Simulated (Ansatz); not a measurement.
Worked example: InH2Cl + In(CH3)Cl → InH2 + In(CH3)Cl2

Species: InH2Cl `[Cl][InH2]`, singlet; In(CH3)Cl, doublet; InH2 `[InH2]`, doublet; In(CH3)Cl2, singlet. A radical takes Cl: the energy is the difference in strength between two In–Cl bonds in different surroundings.

Shapes, held fixed at every level: PBE0-D4/def2-TZVP. Programs: Ansatz 0.2.0. Electronic energies: no zero-point or thermal term.

At CCSD(T)/def2-TZVPP; 1 Eh = 2625.50 kJ/mol:

```
   species   energy (Eh)
    InH2Cl   -650.439428
 In(CH3)Cl   -689.077563
      InH2   -190.619024
In(CH3)Cl2  -1148.887979
```

Q: Work out ΔE of the reaction at this level.

A: 
1. Products less reactants: (-190.619024) + (-1148.887979) − [(-650.439428) + (-689.077563)] = 0.009988 Eh = +26.2 kJ/mol.

Other levels give +16.1 (CCSD/def2-SVP) to +35.9 kJ/mol (B3LYP-D4/def2-TZVPP). No measured value is set beside it here. Spin contamination: In(CH3)Cl (⟨S²⟩ up to 0.78). Open shells run unrestricted. For atoms past krypton def2 sets carry core potentials with scalar relativity. Outer-core shells of In are correlated, in sets that cover them unevenly.
